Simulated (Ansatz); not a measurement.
Consider the substitution at a C–C bond: `CCSSCC` + `N[SiH](O)S` → `CS[SiH](N)O` + `CCSSC`.

Calculated with Ansatz (gas phase, PBE0-D4/def2-TZVP geometries, no zero-point term in ΔE). CBS: MP2 limit from def2 TZ/QZ plus the TZ coupled-cluster correction, frozen cores. Functionals use def2-TZVPP. One conformer a species, not always the lowest.

`CCSSCC`:

Cartesian coordinates in Å:
```
C 2.625 1.037 -0.018
C 1.863 -0.246 -0.259
S 0.716 -0.690 1.077
S -0.663 0.797 1.036
C -1.875 0.224 -0.189
C -2.620 -1.027 0.219
H 3.295 1.248 -0.855
H 1.935 1.878 0.084
H 3.220 0.973 0.895
H 1.307 -0.216 -1.198
H 2.537 -1.108 -0.311
H -1.366 0.097 -1.147
H -2.552 1.078 -0.293
H -3.169 -0.869 1.149
H -3.331 -1.320 -0.558
H -1.924 -1.855 0.370
```

`N[SiH](O)S`:

```xyz
9

N    -0.040   -0.158    1.425
Si   -0.105   -0.223   -0.269
O     1.196   -0.991   -0.918
S    -0.049    1.754   -1.079
H    -0.323   -0.950    1.980
H     0.646    0.409    1.895
H    -1.361   -0.926   -0.627
H     1.258   -1.028   -1.875
H    -1.222    2.113   -0.532
```

`CS[SiH](N)O`:

Z-matrix (Å, degrees):
```
C
S 1 1.817
H 1 1.088 2 110.5
H 1 1.090 2 111.0 3 122.3
H 1 1.089 2 106.8 3 -119.1
Si 2 2.118 1 101.2 3 -56.4
O 6 1.646 2 104.7 1 43.8
N 6 1.703 2 110.1 1 166.3
H 6 1.487 2 113.1 1 -75.9
H 7 0.959 6 116.1 2 -179.2
H 8 1.006 6 120.3 2 104.9
H 8 1.007 6 122.0 2 -46.8
```

`CCSSC`:

Cartesian coordinates in Å:
```
C 1.134 -0.021 -1.749
C 0.711 0.931 -0.654
S -1.085 1.017 -0.399
S -1.572 -0.841 0.253
C -1.304 -0.734 2.035
H 0.809 -1.038 -1.518
H 0.699 0.266 -2.707
H 2.223 -0.028 -1.851
H 0.980 1.965 -0.895
H 1.186 0.690 0.299
H -1.610 -1.698 2.449
H -1.918 0.056 2.467
H -0.253 -0.566 2.268
```

```tsv
species	PBE0-D4 energy (Eh)
`CCSSCC`	-954.46775
`N[SiH](O)S`	-820.47013
`CS[SiH](N)O`	-859.74645
`CCSSC`	-915.18427
```

(1) Work out ΔE.

Largest T1 diagnostic among the species: 0.011.

Results:

(1) ΔE = (-859.74645) + (-915.18427) − (-954.46775) − (-820.47013) = 0.00716 Eh = +0.19 eV. CCSD(T)/CBS gives +0.21 eV.

In def2-TZVPP, CCSD(T) changes the Hartree–Fock value by +0.04 eV (the triples alone add −0.00 eV) and MP2 by +0.04 eV.
